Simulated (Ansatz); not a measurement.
Ansatz (a quantum-chemistry and plane-wave program) input (PBE/def2-TZVP):

Ansatz 0.2 input:
```yaml
crystal:
  periodic: [false, false, false]
  atoms:
    - {symbol: Al, position_ang: [-0.00000000, -0.00000000, -1.37767460]}
    - {symbol: Al, position_ang: [0.00000000, 0.00000000, 1.37767460]}
basis:
  gaussian:
    orbitals: def2-TZVP
hamiltonian:
  xc: {name: PBE}
magnetization: {spin_polarized: true, initial_magnetization: 2}
relax: {f_tol: 0.003, max_steps: 100}
```

End of the output:

```
mean field: 0.17 GiB planned
mean field evaluation 1: about -13184.1397 eV, gradient 3.9e0 eV
mean field evaluation 2: about -13184.1934 eV, gradient 3.6e0 eV
mean field evaluation 4: about -13184.3447 eV, gradient 6.7e-2 eV
mean field evaluation 8: about -13184.3371 eV, gradient 4.5e-4 eV
mean field evaluation 16: about -13184.3371 eV, gradient 2.6e-5 eV
mean field evaluation 32: about -13184.3371 eV, gradient 1.5e-6 eV
mean field -13184.33710175 eV, -484.5154518247 hartree, gradient 1.4e-6 eV, S^2 2.005380; 5 other end points of the search recorded, 0 dependent functions left out
the calculation of the forces begins
reference -13184.33713131 eV, -484.5154529110 hartree; 14, 12 occupied and 60, 62 virtual orbitals, 518 factors
relax step   1: F+E_penalty+E_count = -13184.33710175 eV  Δ(F+E_penalty+E_count) = +0.000e0 eV  max|allowed force component| = 7.749e-4 eV/Å  Δτ_max = 0.0000 Å  (132 SCF iters, accepted)
Total energy: -13184.33713131 eV, -484.5154529110 hartree
Atom 0 at    -0.000000    -0.000000    -1.377675 Å, force     0.000000     0.000000    -0.000775 eV/Å
Atom 1 at     0.000000     0.000000     1.377675 Å, force     0.000000    -0.000000     0.000775 eV/Å
Dipole moment:    -0.000000     0.000000    -0.000000 e Å
```
